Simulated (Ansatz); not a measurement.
`N#[C][Sn]([F])([F])[F]` and `[F][SnH]([F])[F]` differ in one atom or group.

Ansatz, PBE0-D4/def2-TZVP geometries, multiplicity 1. 

Elements past krypton have def2 core potentials.

```csv
property,`N#[C][Sn]([F])([F])[F]`
HOMO–LUMO gap (ωB97M-V/def2-TZVPP) / eV,12.78
HOMO energy (B3LYP/def2-TZVPP) / eV,-11.04
HOMO–LUMO gap (PBE0/def2-TZVPP) / eV,8.25
HOMO energy (PBE0/def2-TZVPP) / eV,-11.32
size of the dipole moment (ωB97M-V/def2-TZVPP) / D,0.42
HOMO energy (ωB97M-V/def2-TZVPP) / eV,-13.68
```

(1) Give the same properties after the change, and the shifts. (Estimate.)

Results:

(1) Computed: 
```json
{"property": "HOMO–LUMO gap (ωB97M-V/def2-TZVPP) / eV", "`[F][SnH]([F])[F]`": "13.32", "shift": "0.54"}
{"property": "HOMO energy (B3LYP/def2-TZVPP) / eV", "`[F][SnH]([F])[F]`": "-10.81", "shift": "0.23"}
{"property": "HOMO–LUMO gap (PBE0/def2-TZVPP) / eV", "`[F][SnH]([F])[F]`": "8.90", "shift": "0.65"}
{"property": "HOMO energy (PBE0/def2-TZVPP) / eV", "`[F][SnH]([F])[F]`": "-11.05", "shift": "0.27"}
{"property": "size of the dipole moment (ωB97M-V/def2-TZVPP) / D", "`[F][SnH]([F])[F]`": "3.34", "shift": "2.92"}
{"property": "HOMO energy (ωB97M-V/def2-TZVPP) / eV", "`[F][SnH]([F])[F]`": "-13.38", "shift": "0.30"}
```

With PBE0 the HOMO rises by 0.27 eV and the LUMO rises by 0.93 eV, so the gap widens by about 0.66 eV. PBE moves the HOMO by 0.32 eV and ωB97M-V by 0.30 eV. The zero-point energy changes by -3.0 kJ/mol with -3 modes. Dipoles are sizes alone; their direction can turn.

B3LYP here is the variant with VWN-RPA as its local correlation; programs differ in this.
